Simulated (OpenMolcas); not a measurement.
Multiplet structure of Rb I

- Program: OpenMolcas 26.06
- Method: CASSCF
- Basis: ANO-RCC-VQZP [8s7p4d2f1g]
- Scalar Hamiltonian: DKH2, point nucleus
- Active space: 1 electron in 4 orbitals (5s 5p)
- State averaging: 2S+1 = 2 even, 1 root; 2S+1 = 2 odd, 3 roots
- Spin-orbit coupling: RASSI with atomic mean-field integrals over the reference wave functions, term energies averaged over their components

Spin-free terms above the lowest, with the occupations of the reference:

| Configuration | Term | E (cm⁻¹) | Occupations |
| --- | --- | --- | --- |
| 5s | ²S | 0.0 | 5s 1.00 |
| 5p | ²P° | 10828 | 5p 1.00 |

With spin-orbit coupling, above the lowest level:

```json
{"Configuration": "5s", "Term": "²S", "J": "1/2", "E (cm⁻¹)": "0.0", "Measured (cm⁻¹)": "0.0", "g": "2.002", "Term weight %": "100"}
{"Configuration": "5p", "Term": "²P°", "J": "1/2", "E (cm⁻¹)": "10738", "Measured (cm⁻¹)": "12579", "g": "0.666", "Term weight %": "100"}
{"Configuration": "5p", "Term": "²P°", "J": "3/2", "E (cm⁻¹)": "10873", "Measured (cm⁻¹)": "12817", "g": "1.334", "Term weight %": "100"}
```

Against the 2 measured excited levels shown (NIST Handbook of Basic Atomic Spectroscopic Data) the mean absolute deviation is 1900 cm-1; the largest miss in energy is 5p ²P°_3/2: computed 10873, measured 12817 cm⁻¹ (-15.2 %).

ANO sets are built for ground and valence states and can reach diffuse excited orbitals poorly. With one active electron the reference holds no correlation, so core polarisation is missing. Computed and measured levels are paired by configuration, term and J; levels that our copy of the source lacks, or whose pairing is in doubt (as where it misses far off the trend of its configuration), stay unpaired and out of the deviations. Only configurations of the active space appear.

The RASSCF and RASSI steps took 7.9 s on 1 thread of Arm Neoverse V1 (shared host); the integral step is not counted.

The term weight is that of the spin-free term in the level, not the purity of its configuration. ° marks odd parity.
